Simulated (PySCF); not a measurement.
All numbers come from PBE0 in PySCF with Te def2-TZVP with ECP28, H def2-TZVP; scalar-relativistic core potentials, no spin–orbit coupling; density-fitted integrals.

Each entry is the lowest minimum that a search over a few typed start shapes (and spin states, where more than one is plausible) found, or that minimum re-optimised at the stated level; isomers with ligand–ligand bonds, or fragments after loss of a ligand pair, can lie lower. Open shells are unrestricted.

TeH₅ is a doublet of C4v symmetry with Te–H 1.669 Å, Te–H 1.794 Å (×4); H–Te–H 86.6° (×4), H–Te–H 89.8° (×4), H–Te–H 173.3° (×2). Its wavenumbers are 678, 707, 744 (×2), 880, 906 (×2), 1426 (×2), 1607, 1663, 2072 cm⁻¹.

Q: What changes when one electron is removed, giving TeH₅⁺?

A: It costs 6.94 eV between the minima (7.06 eV with zero-point energy). TeH₅⁺ is a singlet of D3h symmetry with Te–H 1.685 Å (×3), Te–H 1.720 Å (×2); H–Te–H 90.0° (×6), H–Te–H 120.0° (×3), H–Te–H 180.0°; wavenumbers 431 (×2), 913 (×2), 965, 1156 (×2), 1874, 1891, 2000 (×2), 2028 cm⁻¹.
